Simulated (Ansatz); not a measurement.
`C#[C][Ge]([Cl])([Cl])[Cl]` + HCl → germanium tetrachloride + acetylene at 600 K and 1 bar (ligand exchange at a Ge–C bond).

Computed with Ansatz on PBE0-D4/def2-TZVP structures; ΔE is electronic, products minus reactants. CBS: MP2 limit from def2 TZ/QZ plus the TZ coupled-cluster correction, frozen cores. This one scheme is used for every species. For Ge outer-core shells are correlated without core-valence functions, which leaves a few kJ/mol of doubt a bond. Scalar relativity is left out up to krypton.

```tsv
species	CCSD(T)/CBS energy (Eh)	H − E (kJ/mol)	S (J/(mol·K))
`C#[C][Ge]([Cl])([Cl])[Cl]`	-3532.21859	124.0	467.9
HCl	-460.38127	35.4	207.2
`[Cl][Ge]([Cl])([Cl])[Cl]`	-3915.39126	67.0	419.5
`C#C`	-77.22717	96.2	235.4
```

H − E and S are ideal-gas, rigid-rotor, harmonic terms from PBE0-D4/def2-TZVP. 1 Eh = 2625.50 kJ/mol, R = 8.31446 J/(mol·K).

Problem. By hand: ΔE, ΔH, ΔS and ΔG.

Solution. ΔE = (-3915.39126) + (-77.22717) − (-3532.21859) − (-460.38127) = -0.01857 Eh = -48.8 kJ/mol. Δ(H − E) = 67.0 + 96.2 − 124.0 − 35.4 = 3.8, so ΔH = -45.0 kJ/mol. ΔS = 419.5 + 235.4 − 467.9 − 207.2 = -20.2 J/(mol·K). ΔG = -45.0 − 600 × (-20.2)/1000 = -32.9 kJ/mol.

Problem. By hand: the equilibrium constant, and the temperature at which ΔG would vanish if ΔH and ΔS stayed fixed.

Solution. log₁₀ K = −ΔG/(RT ln 10) = 2.9. ΔG = 0 at ΔH/ΔS = 2228 K.

ΔH outweighs TΔS. A doubt of 5 kJ/mol in ΔE shifts log₁₀ K by 0.4 here. These are equilibria of isolated gas molecules and say nothing of rates. Largest T1 diagnostic: 0.013 (customary marks: 0.02 for closed shells, 0.045 for open ones).
